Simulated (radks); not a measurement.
Species: neutral iodine. Configuration: [Kr] 4d10 5s2 5p5. Method: scalar-relativistic Kohn-Sham, PBE, spin-unpolarised, spherical densities, finite nucleus; Fermi nuclear charge, rms radius 4.75 fm; computed with a radial shooting solver on a logarithmic mesh with Libxc functionals.

Unscreened Slater integrals over Kohn-Sham orbitals (eV).

\begin{tabular}{lr}
integral & value \\ \hline
F0(5p,5p) & 9.9497 \\
F2(5p,5p) & 5.2492 \\
F0(5p,5s) & 10.982 \\
G1(5p,5s) & 7.0665 \\
F0(5p,4d) & 12.688 \\
F2(5p,4d) & 3.2463 \\
G1(5p,4d) & 0.97710 \\
G3(5p,4d) & 0.89761 \\
F0(5p,4p) & 12.861 \\
F2(5p,4p) & 2.7521 \\
G0(5p,4p) & 0.50517 \\
G2(5p,4p) & 0.64569 \\
F0(5s,5s) & 12.476 \\
F0(5s,4d) & 15.377 \\
G2(5s,4d) & 1.8220 \\
F0(5s,4p) & 15.671 \\
G1(5s,4p) & 1.0392 \\
F0(4d,4d) & 26.678 \\
F2(4d,4d) & 13.498 \\
F4(4d,4d) & 8.9537 \\
F0(4d,4p) & 28.552 \\
F2(4d,4p) & 14.510 \\
G1(4d,4p) & 18.462 \\
G3(4d,4p) & 11.441 \\
F0(4p,4p) & 30.881 \\
F2(4p,4p) & 16.218 \\
\end{tabular}

Derived for the open shells (J is the average intra-shell exchange parameter used in DFT+U). 5p: J = F2/5 = 1.050 eV.
